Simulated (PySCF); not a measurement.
Ga(Me)2 (C₂H₆Ga), SMILES [CH3][Ga+][CH3], charge +1.

The structure is a stationary point at r2SCAN-D4/def2-SVP. A frequency run showed that this geometry is not a minimum. The spin state was assumed, not searched. The isomer is the one that the SMILES or the coordinates give; other isomers of the formula were not compared.

Computed with r2SCAN-D4/def2-SVP in PySCF.

Frequencies are harmonic and unscaled.

Modes within 1.5 cm⁻¹ of each other (mostly degenerate sets) share a row, with their intensities summed.

Computed harmonic wavenumbers and intensities:
| mode | ν (cm⁻¹) | IR (km/mol) | Raman (Å⁴/amu) | depolarisation | moving atoms (share of kinetic energy) |
|---|---|---|---|---|---|
| 1 | 35i | 0.0 | 0.0 | – | H 100 % |
| 2–3 | 137 | 0.0 | 0.0 | – | C 42 %, H 31 %, Ga 27 % |
| 4 | 549 | 0.0 | 52.5 | 0.21 | C 81 %, H 19 % |
| 5–6 | 664 | 0.0 | 3.1 | 0.75 | H 86 %, C 14 % |
| 7 | 679 | 20.0 | 0.0 | – | C 54 %, Ga 30 %, H 16 % |
| 8–9 | 780 | 116.2 | 0.0 | – | H 77 %, C 20 % |
| 10 | 1215 | 6.5 | 0.0 | – | H 81 %, C 19 % |
| 11 | 1220 | 0.0 | 16.2 | 0.05 | H 84 %, C 16 % |
| 12–13 | 1388 | 0.0 | 23.0 | 0.75 | H 95 % |
| 14–15 | 1394 | 38.8 | 0.1 | – | H 96 % |
| 16 | 3035 | 43.2 | 0.0 | – | H 97 % |
| 17 | 3038 | 0.0 | 332.6 | 0.00 | H 97 % |
| 18–21 | 3163 | 73.5 | 353.9 | 0.75 | H 91 %, C 9 % |
